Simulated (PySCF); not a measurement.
# Correlation energy of Ne²⁺ (neon, charge +2)

[He] 2s2 2p4, high-spin 3P determinant. Computed with PySCF 2.14 in Sapporo-DZP-2012, with scalar relativity by spin-free X2C-1e. Frozen: 1s2; 6 electrons correlated.

MP2 pair energies summed by pair of shells (mhartree):

```csv
pair,energy,share (%)
2s-2p,-48.23,47.1
2p-2p,-46.73,45.6
2s-2s,-7.54,7.4
```

Total MP2 correlation energy: -102.50 mhartree.

Same-spin part -25.53 and opposite-spin part -76.96 mhartree; SCS-MP2 scales them by 1/3 and 6/5 to -100.87 mhartree.

```tsv
level	correlation energy (mhartree)
CCSD	-116.13
(T)	-0.74
CCSD(T)	-116.87
```

Diagnostics: T1 = 0.0035, D1 = 0.0057, largest double amplitude 0.031.

Problem. Is a single reference adequate?

Solution. Yes: T1 lies below 0.03 and no double amplitude reaches 0.07.
